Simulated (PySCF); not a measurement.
Broadened absorption spectrum of C5H8F3PS

Species: C5H8F3PS.
Z-matrix (Å and degrees, PBE0-D3(BJ)/def2-SVP geometry), rows numbered from 1:
```
C 
C   1  1.4863
C   2  1.3379  1  125.74
P   3  1.7995  2  120.31  1  -179.72
C   4  1.8159  3  106.58  2  -131.22
S   4  1.9376  3  117.07  2     1.29
C   4  1.8928  3  100.86  2   124.93
F   7  1.3301  4  110.99  3   171.92
F   7  1.3445  4  110.09  3    52.87
F   7  1.3242  4  111.35  3   -66.83
H   1  1.1025  2  110.35  3  -121.65
H   1  1.0989  2  112.54  3     0.05
H   1  1.1025  2  110.12  3   121.49
H   2  1.0998  1  117.40  3  -179.72
H   3  1.0964  2  122.08  1    -0.39
H   5  1.0995  4  111.05  3   -50.50
H   5  1.0987  4  108.15  3  -171.52
H   5  1.0986  4  107.92  3    70.51
```

Computed, not measured: TDDFT B3LYP/def2-SVPD, vertical, gas phase, core orbitals frozen in the response in PySCF.

Computed states:

```json
{"state": "S1", "E (eV)": "4.45", "f": "0.0015"}
{"state": "S2", "E (eV)": "4.56", "f": "0.0038"}
{"state": "S3", "E (eV)": "5.74", "f": "0.032"}
{"state": "S4", "E (eV)": "5.85", "f": "0.030"}
{"state": "S5", "E (eV)": "6.11", "f": "0.0022"}
{"state": "S6", "E (eV)": "6.29", "f": "0.018"}
{"state": "S7", "E (eV)": "6.32", "f": "0.013"}
{"state": "S8", "E (eV)": "6.45", "f": "0.043"}
{"state": "S9", "E (eV)": "6.56", "f": "0.014"}
{"state": "S10", "E (eV)": "6.61", "f": "0.065"}
```

Broadening: Gaussians 0.5 eV wide at half height, area fixed by f = 4.319×10⁻⁹ ∫ε dν̃. The width is an assumption, not a result. The curve ends short of the highest state used, and states not computed would add to its high-energy end.

Question: Give the broadened spectrum and its maxima.

Answer: 
λ (nm), ε (L mol⁻¹ cm⁻¹) and a bar:
```
    206.2       3067 ###########################
    209.8       3284 #############################
    213.5       3404 ##############################
    217.2       3059 ###########################
    220.9       2320 ####################
    224.6       1491 #############
    228.2        836 #######
    231.9        401 ####
    235.6        170 #
    239.3         67 #
    242.9         31 
    246.6         27 
    250.3         44 
    254.0         77 #
    257.7        122 #
    261.3        173 ##
    265.0        222 ##
    268.7        260 ##
    272.4        279 ##
    276.0        276 ##
    279.7        254 ##
    283.4        218 ##
    287.1        175 ##
    290.8        133 #
    294.4         97 #
    298.1         66 #
    301.8         44 
    305.5         27 
    309.1         17 
    312.8         10 
    316.5          6 
    320.2          3 
    323.9          2 
    327.5          1 
    331.2          0 
    334.9          0
```

Maxima: 274 nm (4.53 eV), ε about 280, made up of S1 (28%) and S2 (72%); 213 nm (5.83 eV), ε about 3400, made up of S3 (46%) and S4 (47%) (ε in L mol⁻¹ cm⁻¹; maxima over ε = 5, shares over 10%).

Question: On this curve, what absorbance would a 10⁻⁴ mol/L sample give at 308 nm over a 1 cm path?

Answer: 308 nm is 4.025 eV, where ε is about 20 L mol⁻¹ cm⁻¹, so A = ε c l ≈ 0.002 (Beer–Lambert, with the gas-phase spectrum and the assumed width).

Question: What would ε be at 5.83 eV, the highest of these maxima, with half the width (0.25 eV)?

Answer: About 5660 L mol⁻¹ cm⁻¹ against 3410, a factor of about 1.7; a lone state at its own centre would give exactly 2.

Question: Coming from long wavelengths, where does ε first pass 100 L mol⁻¹ cm⁻¹?

Answer: At about 294 nm (4.22 eV), 0.23 eV below S1.

All these states lie below the vertical ionisation energy of 8.84 eV (ΔSCF).

One conformer stands for the species.
